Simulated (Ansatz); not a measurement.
Stepwise reaction of `C[O][InH2]` with hydrogen chloride, as a gas-phase model of exchange steps in deposition or etching. ΔE in kJ/mol; ΔG adds harmonic PBE0-D4 terms to CCSD(T)/CBS, at 1 bar.

Computed with Ansatz on PBE0-D4/def2-TZVP structures; ΔE is electronic, products minus reactants. CBS: MP2 limit from def2 TZ/QZ plus the TZ coupled-cluster correction, frozen cores. This one scheme is used for every species. Functionals use def2-TZVPP. B3LYP here is the variant with VWN-RPA as its local correlation; programs differ in this. def2 core potentials past Kr. For In outer-core shells are correlated without core-valence functions, which leaves a few kJ/mol of doubt a bond. One conformer a species, not always the lowest.

| step | reaction | PBE-D4 | B3LYP-D4 | ωB97M-V | CCSD(T)/CBS | ΔG(600 K) |
| --- | --- | --- | --- | --- | --- | --- |
| 1 | `C[O][InH2]` + HCl → `C[O][InH][Cl]` + H₂ | -102.4 | -105.1 | -103.3 | -109.0 | -100.5 |
| 2 | `C[O][InH][Cl]` + HCl → `C[O][In]([Cl])[Cl]` + H₂ | -73.2 | -75.5 | -73.4 | -79.1 | -74.5 |

Problem. By hand: ΔE of the 2 steps together at CCSD(T)/CBS.

Solution. (-109.0) + (-79.1) = -188.1 kJ/mol, or -94.0 kJ/mol a step.

In ΔE each step is higher than the one before. All are downhill at CCSD(T)/CBS. ΔG lies between -100.5 and -74.5 kJ/mol a step. PBE-D4 differs from CCSD(T)/CBS by 5.9 to 6.6 kJ/mol a step. Isolated molecules leave out the surface, adducts and barriers. Largest T1 diagnostic: 0.017.
